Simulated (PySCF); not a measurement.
Compound: C4H13NOSi2.
Cartesian coordinates in Å at the PBE0-D3(BJ)/def2-SVP level; atoms count from 1:
```
atom  x, y, z in Å
C1    -1.2184   -1.0960    1.7468
Si2   -0.9211    0.1480    0.3777
C3    -0.5046    1.8323    1.0799
C4    -2.3867    0.2454   -0.7783
O5     0.4018   -0.3507   -0.5281
Si6    1.7103   -1.3414   -0.6835
C7     3.1916   -0.1703   -0.8423
N8     3.0809    1.0982   -0.8353
H9    -1.4329   -2.0963    1.3385
H10   -0.3423   -1.1794    2.4091
H11   -2.0791   -0.7945    2.3652
H12   -1.3429    2.2383    1.6680
H13   -0.2820    2.5495    0.2739
H14    0.3765    1.7792    1.7388
H15   -2.6177   -0.7410   -1.2096
H16   -2.1855    0.9404   -1.6082
H17   -3.2831    0.6019   -0.2460
H18    1.8722   -2.2303    0.5101
H19    1.5813   -2.1963   -1.9014
H20    4.2156   -0.5795   -0.9471
H21    2.0867    1.3521   -0.7376
```

The computed photoelectron lines, unassigned: C 1s: 290.12 (area 3), 291.36 (area 1) eV; N 1s: 404.61 eV; O 1s: 537.58 eV; Si 1s: 1846.74 (area 1), 1847.18 (area 1) eV; Si 2p3/2: 106.78 (area 1), 107.29 (area 1) eV.

Computed, not measured: delta-SCF UKS SCAN, pcX-2 on the ionised atom, pcseg-1 elsewhere, spin-free X2C in PySCF. The structure is a single PBE0-D3(BJ)/def2-SVP conformer in the gas phase; no vibrational or solvent corrections.

Assign the C 1s lines to atoms.

290.12 eV: C1/C3/C4 (Si-methyl carbon); 291.36 eV: C7 (C=N carbon). The listed C 1s values span 1.24 eV, from C1/C3/C4 (bonded to 3 H and Si) to C7 (bonded to N (double bond), H and Si).

Order the silicon atoms by Si 1s binding energy.

1846.74 eV: Si2 (oxygen-bound silicon); 1847.18 eV: Si6 (oxygen-bound silicon). Lowest listed Si 1s: Si2, bonded to O and 3 C. Highest, 0.44 eV above it: Si6, bonded to O, C and 2 H. Summing the Pauling electronegativity differences to the bonded atoms, each weighted by its formal bond order, gives +3.49 for the lowest site and +2.79 for the highest; the largest sum, +3.49, belongs to Si2, 0.44 eV below the top. The smallest sum, +2.79, belongs to Si6, 0.44 eV above the lowest.

Order the silicon atoms by Si 2p3/2 binding energy.

106.78 eV: Si2 (oxygen-bound silicon); 107.29 eV: Si6 (oxygen-bound silicon). The listed Si 2p3/2 values span 0.51 eV, from Si2 (bonded to O and 3 C) to Si6 (bonded to O, C and 2 H).

Bonded neighbours of each site: C1/C3/C4: 3 H and Si; Si2: O and 3 C; O5: 2 Si; Si6: O, C and 2 H; C7: N (double bond), H and Si; N8: C (double bond) and H.

Which effective nuclear charge Zeff reproduces each element's mean 1s value in the hydrogen-like formula E = 13.606 eV × Zeff²?

C (Z = 6): mean 290.4 eV, Zeff = 4.62, Z − Zeff = 1.38; N (Z = 7): mean 404.6 eV, Zeff = 5.45, Z − Zeff = 1.55; O (Z = 8): mean 537.6 eV, Zeff = 6.29, Z − Zeff = 1.71; Si (Z = 14): mean 1847.0 eV, Zeff = 11.65, Z − Zeff = 2.35. Means run over the listed sites, weighted by atom count.

One atom of each set of topologically equivalent atoms was ionised and stands for the set; in this conformer not all members are related by symmetry, and their own values weren't computed. Spin contamination (⟨S²⟩ against 0.75 for a pure doublet) is marked for C 1s of C7 (0.86), which makes this value less certain. Spin–orbit and ligand-field terms were added within each 2p shell after the spin-free SCF. 2p1/2 minus 2p3/2 (ligand field included): Si 0.63 eV.
